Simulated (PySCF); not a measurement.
## Working out the excitation energy of Al⁺

Al⁺ [Ne] 3s2 (1S) → Al⁺ [Ne] 3s1 3p1 (3P). Computed with PySCF 2.14 in x2c-TZVPPall (5s5p3d1f, 42 functions), with scalar relativity by spin-free X2C-1e. Frozen: [Ne]. Energies in hartree (1 hartree = 27.21139 eV):

```csv
part,Al⁺ (lower),Al⁺ (upper)
UHF,-242.104750,-241.973134
CCSD correlation,-0.039191,-0.004374
(T),0.000000,0.000000
```

Q: What does Hartree-Fock give?

A: (-241.973134) − (-242.104750) = 0.131616 hartree = 3.581 eV.

Q: What do CCSD and CCSD(T) give?

A: The CCSD correlation energies differ by 0.034817 hartree = 0.947 eV and the triples by 0.000000 hartree = 0.000 eV, so CCSD gives 4.528 eV and CCSD(T) 4.528 eV.

Measured between the centres of the two terms (NIST): 4.651 eV, so CCSD(T) (valence) is off by -0.123 eV.

What remains against the reference includes basis incompleteness, the frozen core and higher excitations.
